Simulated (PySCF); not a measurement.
AlCl, neutral, multiplicity 1. Atoms are numbered in the order given.

```xyz
2

Al     0.0000     0.0000    -1.2166
Cl     0.0000     0.0000     0.9304
```

The structure is a stationary point at PBE0-D3(BJ)/def2-TZVPD.

Lowest vertical singlet excitation by several levels in PySCF, with rough processor times relative to the cheapest run on one machine. Each run also gave further roots (ADC and EOM-CCSD ionised and attached states too); roots are paired by order and the bases differ. EOM-CCSD serves as a yardstick, not as the true value; all levels that ended soundly for this molecule are listed, with differences from unrounded values.

| level | relative cost | S1 (eV) | S1 minus EOM-CCSD (eV) |
|---|---|---|---|
| TDDFT-PBE/def2-TZVPD | 1 | 4.56 | -0.25 |
| EOM-CCSD/aug-cc-pVDZ | 1 | 4.81 | 0.00 |
| TDDFT-B3LYP/def2-TZVPD | 2 | 4.67 | -0.14 |
| TDDFT-ωB97X/def2-TZVPD | 4 | 4.68 | -0.13 |
| ADC(3)/aug-cc-pVDZ | 20 | 4.62 | -0.19 |
